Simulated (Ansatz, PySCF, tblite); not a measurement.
Bond stretch in Be2, singlet.

Levels of theory: RCCSD(T) = CCSD(T) on RHF/cc-pVTZ, frozen core (Ansatz, a quantum-chemistry and plane-wave program); RKS-TPSSh = restricted TPSSh/cc-pVTZ (PySCF 2.14.0); GFN2-xTB, 300 K electronic temperature (tblite).

Energies are in kcal/mol, each relative to the lowest point of its own curve near equilibrium.

| R / Å | RCCSD(T) | RKS-TPSSh | GFN2-xTB |
|---|---|---|---|
| 1.87 | 15.9 | 17.6 | 1.8 |
| 2.04 | 6.2 | 6.8 | 0.0 |
| 2.15 | 2.9 | 3.1 | 0.4 |
| 2.26 | 1.2 | 1.1 | 1.6 |
| 2.40 | 0.2 | 0.1 | 3.5 |
| 2.42 | 0.1 | 0.0 | 3.8 |
| 2.52 | 0.0 | 0.0 | 4.9 |
| 2.64 | 0.1 | 0.4 | 6.1 |
| 2.68 | 0.1 | 0.5 | 6.5 |
| 2.76 | 0.2 | 0.9 | 7.2 |
| 2.91 | 0.4 | 1.8 | 8.1 |
| 3.11 | 0.6 | 2.8 | 8.8 |
| 3.42 | 0.8 | 4.3 | 9.0 |
| 3.75 | 0.8 | 5.3 | 8.9 |
| 4.12 | 0.8 | 6.1 | 8.8 |
| 4.52 | 0.9 | 6.5 | 8.9 |
| 5.06 | 1.0 | 6.7 | 9.1 |
| 5.52 | 1.0 | 6.8 | 9.2 |
| 6.20 | 1.1 | 6.8 | 9.3 |
| 6.77 | 1.1 | 6.8 | 9.3 |
| 7.42 | 1.1 | 6.8 | 9.4 |

At the longest distance, 7.42 Å, GFN2-xTB lies highest above its minimum (9.4 kcal/mol) and RCCSD(T) lowest (1.1 kcal/mol).
